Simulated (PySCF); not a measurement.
**How methods differ on the ionisation energy of Tm⁵¹⁺**

Tm⁵¹⁺ [Ar] (1S) → Tm⁵²⁺ [Ne] 3s2 3p5 (2P), as a difference of total energies. All numbers are calculated (PySCF 2.14, the spin-free X2C one-electron Hamiltonian (Gaussian nucleus), in an uncontracted even-tempered set (17 s from 12 bohr⁻², ratio 2.5; 12 p from 16 bohr⁻², ratio 2.5; 4 d from 67 bohr⁻², ratio 2.7; 4 f from 100 bohr⁻², ratio 2.7)). Correlated levels: outer shells: 1s2 frozen; virtual orbitals above 40 to 60 times the deepest correlated orbital energy dropped. The calculations carry no spin-orbit coupling.

```json
{"method": "UHF", "ionisation energy (eV)": "4893.0"}
{"method": "MP2 (outer shells)", "ionisation energy (eV)": "4894.1"}
{"method": "SCS-MP2 (outer shells)", "ionisation energy (eV)": "4893.9"}
{"method": "CCSD (outer shells)", "ionisation energy (eV)": "4894.0"}
{"method": "CCSD(T) (outer shells)", "ionisation energy (eV)": "4894.0"}
```

A first-order spin-orbit estimate (lowest level to lowest level, LS coupling) adds -77.460 eV.

Breit and QED terms and the two-electron picture change are absent.

For comparison: 4812 ± 4 eV (theoretical estimate listed by NIST; NIST Atomic Spectra Database, ionization energies).
